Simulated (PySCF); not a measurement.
Record of a relaxation.

C6H7NOS.
SMILES with atom numbers: `[CH3:1][S@@:2](=[O:3])[c:4]1[cH:5][cH:6][cH:7][cH:8][n:9]1` (hydrogens: H10, H11, H12 on C1; H13 on C5; H14 on C6; H15 on C7; H16 on C8)

Method: PySCF, PBE0-D3(BJ)/def2-TZVP geometry optimisation, gas phase; density fitting, grid level 2; the optimiser is geomeTRIC in internal coordinates, started from a GFN2-xTB structure with every atom displaced at random (about 0.01 Å). 6 of its 8 geometries are shown. The frame can shift and turn from step to step; on so coarse a grid that alone can change the energy by a few meV, and forces under 0.02 eV/Å are noise.

Step 0: E = -20696.6050 eV, largest atomic force 2.194 eV/Å
```
atom  x, y, z in Å  |  force x, y, z in eV/Å
C1      2.560    0.382    0.838   -1.583   1.387  -0.467
S2      1.857    0.428   -0.888    0.029   0.123   1.609
O3      2.194   -0.855   -1.503    0.390  -0.756  -0.761
C4      0.170    0.221   -0.311   -1.761  -0.108   0.470
C5     -0.561   -0.932   -0.667    0.460   1.528   0.638
C6     -1.871   -1.038   -0.219    0.149  -0.022   0.002
C7     -2.401   -0.014    0.536   -0.424   0.148   0.132
C8     -1.604    1.098    0.812   -1.332   0.081   0.708
N9     -0.371    1.215    0.423    1.884  -0.399  -1.051
H10     2.317   -0.553    1.301   -0.142  -0.610   0.080
H11     3.604    0.549    0.779    1.095   0.069  -0.186
H12     2.078    1.222    1.383    0.281  -0.482  -0.268
H13    -0.095   -1.675   -1.253    0.483  -0.765  -0.585
H14    -2.467   -1.917   -0.450    0.096   0.070  -0.027
H15    -3.431   -0.072    0.896    0.320   0.120  -0.055
H16    -1.997    1.938    1.406    0.057  -0.385  -0.238
```

Step 1: E = -20696.7820 eV, largest atomic force 0.276 eV/Å
```
atom  x, y, z in Å  |  force x, y, z in eV/Å
C1      2.579    0.379    0.846    0.067  -0.063  -0.043
S2      1.859    0.304   -0.806   -0.027   0.012  -0.019
O3      2.206   -1.000   -1.424    0.002   0.085   0.111
C4      0.146    0.167   -0.241    0.183  -0.032  -0.166
C5     -0.600   -0.907   -0.702   -0.010  -0.012   0.045
C6     -1.931   -0.953   -0.316    0.072   0.023   0.005
C7     -2.429    0.058    0.492   -0.033   0.030   0.018
C8     -1.582    1.084    0.886    0.147  -0.025  -0.092
N9     -0.304    1.151    0.516   -0.251  -0.079   0.083
H10     2.368   -0.565    1.352    0.067   0.045   0.017
H11     3.656    0.538    0.735   -0.159  -0.076  -0.034
H12     2.125    1.222    1.368   -0.018  -0.029  -0.011
H13    -0.132   -1.663   -1.326   -0.033   0.118   0.087
H14    -2.571   -1.767   -0.638    0.000  -0.003  -0.008
H15    -3.464    0.060    0.811   -0.014  -0.015   0.016
H16    -1.944    1.886    1.522    0.007   0.020  -0.010
```

Step 3: E = -20696.7867 eV, largest atomic force 0.240 eV/Å
```
atom  x, y, z in Å  |  force x, y, z in eV/Å
C1      2.575    0.340    0.841   -0.057   0.053   0.016
S2      1.851    0.342   -0.804    0.021  -0.002   0.057
O3      2.197   -0.948   -1.444   -0.015  -0.016  -0.066
C4      0.143    0.200   -0.245   -0.061   0.033   0.054
C5     -0.585   -0.893   -0.677   -0.001  -0.048  -0.008
C6     -1.912   -0.963   -0.289    0.022   0.103   0.052
C7     -2.428    0.060    0.491   -0.233  -0.026   0.053
C8     -1.607    1.115    0.862    0.116  -0.151  -0.100
N9     -0.332    1.185    0.499    0.121   0.110  -0.037
H10     2.374   -0.620    1.316   -0.028  -0.030  -0.016
H11     3.645    0.484    0.710    0.087   0.024   0.016
H12     2.137    1.164    1.404    0.022   0.013   0.021
H13    -0.100   -1.648   -1.280    0.028  -0.052  -0.052
H14    -2.532   -1.799   -0.593   -0.003   0.018   0.017
H15    -3.462    0.045    0.813   -0.021  -0.002  -0.002
H16    -1.983    1.931    1.472    0.002  -0.027  -0.007
```

Step 4: E = -20696.7900 eV, largest atomic force 0.065 eV/Å
```
atom  x, y, z in Å  |  force x, y, z in eV/Å
C1      2.575    0.344    0.844   -0.020  -0.006   0.007
S2      1.854    0.342   -0.804   -0.006   0.034  -0.006
O3      2.200   -0.945   -1.452    0.001  -0.004  -0.003
C4      0.144    0.196   -0.250    0.007  -0.021  -0.007
C5     -0.586   -0.898   -0.680   -0.004   0.043   0.049
C6     -1.914   -0.959   -0.287   -0.037  -0.029  -0.009
C7     -2.434    0.060    0.495    0.000  -0.009   0.000
C8     -1.602    1.109    0.860    0.008  -0.002  -0.009
N9     -0.328    1.185    0.492    0.031   0.011  -0.015
H10     2.370   -0.618    1.315   -0.005  -0.011   0.004
H11     3.647    0.488    0.719    0.024   0.004   0.004
H12     2.136    1.166    1.409    0.007  -0.001  -0.005
H13    -0.106   -1.656   -1.286    0.002  -0.005  -0.009
H14    -2.535   -1.794   -0.589   -0.006  -0.002   0.002
H15    -3.467    0.048    0.819    0.001  -0.002  -0.003
H16    -1.973    1.926    1.472   -0.003  -0.003   0.000
```

Step 6: E = -20696.7905 eV, largest atomic force under 0.02 eV/Å
```
atom  x, y, z in Å  |  force x, y, z in eV/Å
C1      2.573    0.335    0.843    0.006  -0.010   0.003
S2      1.853    0.353   -0.806   -0.001   0.001   0.003
O3      2.201   -0.928   -1.466    0.002   0.001  -0.007
C4      0.144    0.201   -0.252   -0.014  -0.006  -0.002
C5     -0.585   -0.897   -0.673    0.010  -0.008   0.002
C6     -1.912   -0.962   -0.279    0.004   0.004   0.001
C7     -2.432    0.061    0.497    0.006  -0.002  -0.002
C8     -1.602    1.115    0.853   -0.008   0.006   0.007
N9     -0.329    1.193    0.484   -0.001   0.005  -0.004
H10     2.364   -0.631    1.303   -0.001   0.003  -0.002
H11     3.646    0.478    0.722   -0.003  -0.002   0.000
H12     2.136    1.153    1.416    0.001   0.003   0.000
H13    -0.104   -1.657   -1.277   -0.001   0.002  -0.001
H14    -2.532   -1.801   -0.575    0.001   0.000   0.000
H15    -3.465    0.049    0.823    0.000   0.002   0.001
H16    -1.976    1.933    1.461    0.000   0.001   0.000
```

Step 7: E = -20696.7906 eV, largest atomic force under 0.02 eV/Å
```
atom  x, y, z in Å  |  force x, y, z in eV/Å
C1      2.572    0.330    0.842    0.003  -0.008   0.001
S2      1.852    0.357   -0.807    0.003   0.007   0.003
O3      2.198   -0.920   -1.474    0.000   0.001  -0.005
C4      0.144    0.204   -0.252   -0.006  -0.002   0.000
C5     -0.583   -0.897   -0.670    0.000  -0.002   0.007
C6     -1.910   -0.963   -0.274   -0.001  -0.003  -0.002
C7     -2.432    0.062    0.499    0.004   0.001   0.000
C8     -1.603    1.119    0.851   -0.008  -0.001   0.003
N9     -0.331    1.198    0.481    0.006   0.002  -0.006
H10     2.362   -0.638    1.297   -0.002   0.002   0.000
H11     3.646    0.470    0.721   -0.001  -0.001  -0.001
H12     2.139    1.146    1.419    0.001   0.002  -0.001
H13    -0.101   -1.657   -1.272   -0.001   0.001  -0.001
H14    -2.529   -1.803   -0.567    0.000   0.000   0.001
H15    -3.464    0.049    0.825    0.000   0.001   0.000
H16    -1.979    1.939    1.456    0.001   0.001   0.000
```

Q: Summarise the path.

A: The energy falls by 4.28 kcal/mol from step 0 to step 7; nine tenths of that is first reached at step 1. It rises by more than 0.2 meV at step 3. The largest force goes from 2.194 to under 0.02 eV/Å. Among the bonds C1–S2 changes most, from 1.864 to 1.800 Å; the atoms move by 0.056 Å rms after alignment.

The cost below is that of the whole optimisation. Time: 14 min wall, 25 min CPU; peak memory 2.1 GiB. Hardware: 2 threads of an Intel Xeon at 2.50 GHz, no GPU (shared host).
